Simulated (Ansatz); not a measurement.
Ideal-gas functions of GaH5OSi, SMILES `[SiH3][O][GaH2]` at 800 K and 1 bar, from an Ansatz frequency run at PBE0-D4/def2-TZVP.

Molar mass 118.85 g/mol, point group Cs (symmetry number 1), electronic degeneracy 1, moments of inertia 14.257, 243.785, 252.149 u Å². Harmonic wavenumbers (cm⁻¹, unscaled): 60, 100, 128, 486, 532, 625, 722, 727, 739, 954, 957, 988, 1036, 2004, 2028, 2191, 2214, 2218.

Use S(trans) = R[1.5 ln M + 2.5 ln T − 1.1517]; rotational temperatures θ = 24.2544 K / I; S(rot) = R[ln(√π/σ · √(T³/θAθBθC)) + 1.5]; for each mode x = 1.438777 ν̃/T, S = R[x/(eˣ − 1) − ln(1 − e⁻ˣ)] and H = RT x/(eˣ − 1); 1 cm⁻¹ = 0.0119627 kJ/mol; R = 8.31446 J/(mol·K).

Q: By hand: the entropy, in J/(mol·K).

A: Translation 189.0. Rotation: θ = 1.7012, 0.0995, 0.0962 K, giving 117.7. Vibration, mode by mode: 26.83, 22.59, 20.54, 9.69, 8.99, 7.77, 6.70, 6.65, 6.54, 4.78, 4.76, 4.55, 4.25, 1.07, 1.03, 0.81, 0.79, 0.78, in all 139.1. Electronic 0.0. Sum 445.8 J/(mol·K).

Q: By hand: H − E and G − E in kJ/mol, counted from the electronic energy.

A: Zero-point energy ½ × 18709 × 0.0119627 = 111.9; thermal vibration 52.2; translation, rotation and pV give 4 RT = 26.6. H − E = 190.7 kJ/mol, and G − E = 190.7 − 800 × 445.8/1000 = -165.9 kJ/mol.

Vibration gives 31 % of the entropy, 70.0 J/(mol·K) of it from the modes under 150 cm⁻¹: soft modes count most, and the harmonic formula is weakest for them.
